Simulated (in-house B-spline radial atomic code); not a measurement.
RPA and G0W0 on B3LYP (VWN-RPA): S⁺

Configuration [Ne] 3s2 3p3, highest spin, mean-field start B3LYP (VWN-RPA). Computed with an all-electron radial atomic-structure program (B-spline basis): all electrons, non-relativistic, point nucleus, each spin shell either full or empty, empty states to l = 9 with an (l + 1/2)⁻⁴ tail; G0W0 by contour deformation at full frequency.

Command:
```bash
python run_gw.py task.json out
```
Settings (radii: box in bohr, nucleus in fm):
```
Z                        16
electrons                15
configuration            [Ne] 3s2 3p3
hamiltonian              nr
method                   b3lyp
lmax                     9
spin_polarised           True
box_radius               23.78
intervals                50
```

Run time, properties included: 2 s on 1 thread of Arm Neoverse N1, with other jobs on the host.

Energies (hartree):

| term | value |
| --- | --- |
| mean-field total | -397.75856 |
| Hartree-Fock functional on these orbitals | -397.16589 |
| direct second order | -0.97934 |
| second-order exchange | 0.35861 |
| SOSEX correction | 0.32319 |

(1) What is the RPA correlation energy, and what remains with SOSEX?

Quasi-particle levels (eV):

| level | occupied | mean field | Σx - vxc | Σc | QP weight | G0W0 |
| --- | --- | --- | --- | --- | --- | --- |
| 3p up | yes | -19.013 | -4.32 | ? | ? | ? |
| 3s down | yes | -26.631 | -2.31 | -1.69 | 0.905 | -30.64 |
| 3p down | no | -13.974 | 6.07 | -2.79 | 0.914 | -10.697 |

G0W0 = mean field + (Σx - vxc) + Σc, with Σc (partial-wave tail included) taken at the quasi-particle energy. Only the outer levels were computed. Levels of low weight are left out.

(2) Where does G0W0 put 3p up?

Results:

(1) RPA gives -0.85259 hartree (-1.55 eV per electron); RPA + SOSEX gives -0.52939, and the second-order doubles -0.62073 hartree (no singles). SOSEX takes back 38 % of the RPA value.

(2) At -23.312 eV, with Σc = 0.02 eV and a quasi-particle weight of 0.909. The tabulated removal energy is 23.338 eV (NIST, measured); the calculation leaves out relativity, Breit and QED terms, and what these don't explain is the method's own error.
